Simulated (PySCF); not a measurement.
Geometry:
```
atom   x (Å)   y (Å)   z (Å)
 Mn1  -0.002   0.000   0.001
  S2   0.007  -0.019   2.001
  S3   1.879   0.009  -0.668
  S4  -0.946   1.637  -0.651
  S5  -0.938  -1.628  -0.683
```

Total charge -1.

Geometry: PBE0-D3(BJ)/def2-SVP; GIAO absolute shieldings from PySCF, gas phase, non-relativistic, averaged over equivalent atoms.

At B3LYP/pcSseg-1 (pcSseg-2 on Mn) (169 basis functions, 22 s wall time on 1 thread of an Arm Neoverse V1, shared host):
| atoms | σ (ppm) |
| --- | --- |
| Mn1 | -7251.5 |
| S2/S3/S4/S5 | -1456.1 |

**Question.** Estimate the result of repeating the calculation with PBE/pcSseg-1 (pcSseg-2 on Mn).

**Answer.** 
```json
{"atoms": "Mn1", "σ at PBE/pcSseg-1 (pcSseg-2 on Mn)": "-5155.9", "change": "+2095.6"}
{"atoms": "S2/S3/S4/S5", "σ at PBE/pcSseg-1 (pcSseg-2 on Mn)": "-1029.1", "change": "+427.0"}
```

The largest change is at Mn1 (Mn bonded to 4 S). Cost: 169 basis functions, 80 s wall time on 1 thread of an Arm Neoverse V1, shared host.
